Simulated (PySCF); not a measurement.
One molecule, one basis, several functionals.

C5H3NOS.
SMILES with atom numbers: `[N:1]#[C:2][S:3][c:4]1[cH:5][cH:6][cH:7][o:8]1` (hydrogens: H9 on C5; H10 on C6; H11 on C7)

Torsions of this conformer, `[N:1]#[C:2][S:3][c:4]1[cH:5][cH:6][cH:7][o:8]1`: C2–S3–C4–C5 102°.

PySCF, pcSseg-1 basis, density fitting, gas phase, PBE0-D3(BJ)/def2-SVP geometry. One functional is left out:

| functional | exact exchange (%) | HOMO energy (eV) | LUMO energy (eV) | dipole moment (D) |
| --- | --- | --- | --- | --- |
| BLYP | 0 | -6.28 | -1.81 | 4.510 |
| BP86 | 0 | -6.59 | -2.09 | 4.546 |
| LDA | 0 | -6.70 | -2.22 | 4.607 |
| PBE | 0 | -6.48 | -1.97 | 4.491 |
| PBE0 | 25 | -7.54 | -1.07 | 4.594 |
| BHandHLYP | 50 | -8.39 | 0.01 | 4.707 |

Predict the row of B3LYP (20 % exact exchange) by straight lines through the other rows, and check it.

```
         property   line  computed  computed − line  PBE0 (25 %), for comparison
 HOMO energy (eV)  -7.28     -7.31            -0.03                        -7.54
 LUMO energy (eV)  -1.22     -1.25            -0.03                        -1.07
dipole moment (D)  4.600     4.599           -0.001                        4.594
```

Which of these properties follows the share of exact exchange most closely, and which least?

Most closely the LUMO energy, least the dipole moment; the correlations over the tabulated rows are LUMO energy 0.987, HOMO energy -0.984, dipole moment 0.853. The LUMO energy moves by +0.403 eV for every 10 %. Functionals with the same share still differ in their other parts: at 0 % BLYP and LDA differ by 0.41 eV in it.
